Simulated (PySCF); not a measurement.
## Radial density of Nb (niobium, neutral)

M06-L, [Kr] 4d3 5s2, high-spin 4F determinant (an excited configuration). Computed with PySCF 2.14 in ANO-RCC-VTZP (7s6p4d2f1g, 68 functions), with scalar relativity by spin-free X2C-1e.

| r (bohr) | 4πr²ρ (e/bohr) | 4πr²(ρα − ρβ) |
| --- | --- | --- |
| 0.0300 | 50.62 | -0.0019 |
| 0.0505 | 43.28 | -0.0035 |
| 0.0849 | 56.99 | 0.0109 |
| 0.143 | 57.39 | 0.1169 |
| 0.240 | 39.08 | 0.3015 |
| 0.404 | 45.75 | 0.1579 |
| 0.680 | 14.48 | 0.1071 |
| 1.14 | 10.08 | 1.3914 |
| 1.92 | 3.567 | 1.4167 |
| 3.23 | 1.082 | 0.3664 |
| 5.44 | 0.2076 | 0.0098 |
| 9.15 | 0.003480 | -0.0011 |

Densities and radii are taken from the X2C orbitals without a picture-change correction, which distorts them close to the nucleus.

Question: Where is the radial spin density 4πr²(ρα − ρβ) most negative, and why is it negative at all?

Answer: Around r = 0.0505 bohr, down to -0.0035 e/bohr: exchange with the open shell polarises the paired shells in an unrestricted calculation.
